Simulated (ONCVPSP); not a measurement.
vanadium (V): ONCV pseudisation with PBEsol, non-relativistic reference atom.

```
Element                 : vanadium
Generator               : ONCVPSP 4.0.1
Type                    : optimised norm-conserving Vanderbilt (ONCV)
Functional              : PBEsol
Relativity              : non-relativistic
Frozen core             : [Ar]
Valence charge          : 5
Reference configuration : 3d3 4s2
Partial waves           : 4s: rc 2.90 bohr, ncon 4, nbas 7, qcut 2.7 1/bohr, 2 projectors, debl 3.4 Ha; p scattering state at 0.16 Ha: rc 3.00 bohr, ncon 4, nbas 9, qcut 2.7 1/bohr, 2 projectors, debl 1.4 Ha; 3d: rc 2.40 bohr, ncon 3, nbas 7, qcut 7.6 1/bohr, local
Local potential         : the d channel
Core correction         : Teter function, fcfact 3.5, rcfact 1.45
```

In the p channel the program set the typed energies aside and used 0.050, 1.450 Ha.

Poles of the logarithmic derivatives, all-electron (AE) and pseudo (PS). s: poles at 0.6, 3.9 (AE) and 0.6, 1.6, 3.8 (PS) Ha. p: poles at 0.9, 3.8 (AE) and 0.9, 3.9 (PS) Ha. d: poles at -0.1, 2.6 (AE) and -0.0, 3.8 (PS) Ha. Test radii: s 2.94, p 3.05, d 2.44 bohr.

* Cutoffs needed: 19 Ha and 22 Ha (the cutoffs (Ha) at which the residual kinetic energy of the hardest occupied pseudo-wave falls to 1 and 0.1 mHa per electron)
* Ghost test: no bound ghost flagged; GHOST(+) flagged for p at 42.7 eV, s at 42.8 eV
* Largest excitation error: -299 meV (all-electron minus pseudo) for 3d2 4s0, out of 4 test configurations
* rms error of d²Exc/dni dnj: 17.16 mHa without and 9.90 mHa with the model core
